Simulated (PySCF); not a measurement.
Simulation results for CH₈AlBSi

Calculation on a computer-drawn molecule: the log of a Hartree-Fock and frozen-core CCSD(T) single point meant for a local Hartree-Fock minimum, with one planted fault or none, to be diagnosed. Offsets are logged minus clean, where the clean run is the same molecule without the fault. The reference is restricted for singlets and unrestricted otherwise, and also for a bond in bohr or an excited solution. Adding or removing an electron swaps singlet and doublet. The excited solution moves the top pair (singlet) or top alpha electron (doublet) to the lowest empty orbital. Highest occupied and lowest empty are orbital energies over both spins, largest force is the largest gradient component, triples share is (T) over the correlation energy, the T1 limit is 0.02 restricted and 0.045 unrestricted, electrons count all cores, a negative frequency is imaginary (commonest isotopes), and the dipole is about the centre of nuclear charge. Program: PySCF 2.14.0.

Common to all runs: meant charge 0; meant multiplicity 1; meant basis cc-pV(D+d)Z; logged electrons 46; logged basis functions 114; logged SCF converged yes; logged CC converged yes; logged SCF stable within its kind yes; possible faults no fault, one electron removed, one electron added, multiplicity raised by two, geometry at a saddle point, SCF held on an excited solution, minimal basis STO-3G, one bond length entered in bohr, all coordinates scaled.

(1) CH₈AlBSi

Logged structure:
```xyz
12
CH8AlBSi
B     -0.3359    -0.9297     1.5139
C      0.6359    -0.9338     0.3132
Al     1.5874     0.8046     0.2297
Si    -0.2248    -1.1855    -1.3498
H     -0.0793    -1.5259     2.5276
H     -1.3599    -0.2958     1.4784
H      1.4385    -1.6731     0.4227
H      0.7948     2.1606     0.0793
H      3.1642     0.7869     0.2776
H     -2.4087     0.5448    -1.5984
H      0.7087    -0.9044    -2.4751
H     -0.6918    -2.5829    -1.5061
```

* logged spin squared: 0.8087
* logged highest occupied: -9.152 eV
* logged lowest empty: 0.86868 eV
* logged largest force: 0.0093937 hartree/bohr
* logged T1 diagnostic: 0.047521
* logged D1 diagnostic: 0.22393
* logged triples share: 0.034451
* logged dipole magnitude: 1.0276 debye
* logged energy HF: -597.93696 hartree
* logged energy CCSD(T): -598.40804 hartree
* planted fault: ?

Drawn bonds:
| atom | other atom | order |
| --- | --- | --- |
| 1 | 2 | 1 |
| 2 | 3 | 1 |
| 2 | 4 | 1 |
| 1 | 5 | 1 |
| 1 | 6 | 1 |
| 2 | 7 | 1 |
| 3 | 8 | 1 |
| 3 | 9 | 1 |
| 4 | 10 | 1 |
| 4 | 11 | 1 |
| 4 | 12 | 1 |

Notes: T1 above single-reference limit.

(2) CH₈AlBSi

Logged structure:
```xyz
12
CH8AlBSi
B     -0.3359    -0.9297     1.5139
C      0.6359    -0.9338     0.3132
Al     1.5874     0.8046     0.2297
Si    -0.2248    -1.1855    -1.3498
H     -0.0793    -1.5259     2.5276
H     -1.3599    -0.2958     1.4784
H      1.4385    -1.6731     0.4227
H      0.7948     2.1606     0.0793
H      3.1642     0.7869     0.2776
H     -1.3805    -0.2699    -1.4814
H      0.7087    -0.9044    -2.4751
H     -0.6918    -2.5829    -1.5061
```

- logged spin squared: 0
- logged highest occupied: -11.034 eV
- logged lowest empty: 0.92825 eV
- logged largest force: 1.731e-05 hartree/bohr
- logged lowest frequency: 62.332 cm⁻¹
- logged T1 diagnostic: 0.012214
- logged D1 diagnostic: 0.036778
- logged triples share: 0.027642
- logged dipole magnitude: 0.67992 debye
- logged energy HF: -598.05115 hartree
- logged energy CCSD(T): -598.53114 hartree
- planted fault: ?

Drawn bonds:
| atom | other atom | order |
| --- | --- | --- |
| 1 | 2 | 1 |
| 2 | 3 | 1 |
| 2 | 4 | 1 |
| 1 | 5 | 1 |
| 1 | 6 | 1 |
| 2 | 7 | 1 |
| 3 | 8 | 1 |
| 3 | 9 | 1 |
| 4 | 10 | 1 |
| 4 | 11 | 1 |
| 4 | 12 | 1 |

## Withheld values
1. CH₈AlBSi (entry 1): planted fault?
2. Which fault was planted in the run of CH₈AlBSi (entry 2)?

Answers
1. one bond length entered in bohr, row 9 of the drawn bonds
2. no fault

Further results for CH₈AlBSi (entry 1):

- HF energy offset from clean run: 71.65 kcal/mol
- CCSD(T) energy offset from clean run: 77.24 kcal/mol

Further results for CH₈AlBSi (entry 2):

* HF energy offset from clean run: 0 kcal/mol
* CCSD(T) energy offset from clean run: 0 kcal/mol
